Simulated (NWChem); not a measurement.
Species: CH$_{6}$F$_{2}$N$_{2}$Si; SMILES CN[Si](N)(F)F

```xyz
12

C     -0.0027    -2.4051    -0.1467
N     -0.6877    -1.1187    -0.2402
Si     0.0000     0.4115     0.0182
N     -1.2316     1.5093     0.4402
F      1.1784     0.1824     1.0930
F      0.7567     1.0960    -1.2285
H      0.3105    -2.7936    -1.1262
H      0.8899    -2.2868     0.4724
H     -0.6432    -3.1566     0.3317
H     -1.5653    -1.1487    -0.7447
H     -1.8509     1.3126     1.2152
H     -1.1060     2.5030     0.2964
```
Atoms are numbered in this order, from 1.

All runs: NWChem. Medium grid unless said otherwise, to which SCAN and Minnesota functionals are sensitive. Geometry: optimised at B3LYP/6-31G* (spherical d). Hybrids' shares of exact exchange are those that their runs print; pure functionals count as 0. The functionals differ in more than this share.

```csv
row,share of exact exchange,orbital gap (eV)
PBE/def2-TZVP,0.00,5.75
"LDA (Slater exchange, VWN5)/def2-TZVP",0.00,5.75
TPSSh/def2-TZVP,0.10,7.00
B3LYP/def2-TZVP,0.20,7.46
M06-2X/def2-TZVP,0.54,withheld
Hartree-Fock/def2-TZVP,1.00,14.25
```

Q: Fit a straight line of the last column on the one before it, predict the withheld value, and compare with the run.

A: 
1. Means of the 5 shown rows: x = 0.260, y = 8.042. Slope Σ(x − x̄)(y − ȳ)/Σ(x − x̄)² = 5.987/0.7120 = 8.409; intercept 5.856.
2. The shown rows scatter about the line by 0.155 (root mean square); the largest residual is +0.30, at TPSSh/def2-TZVP.
3. At x = 0.54 (M06-2X/def2-TZVP; inside the shown range) the line gives 10.40.
4. The run gives 10.08, -0.32 from the line, 2.1 times the scatter.
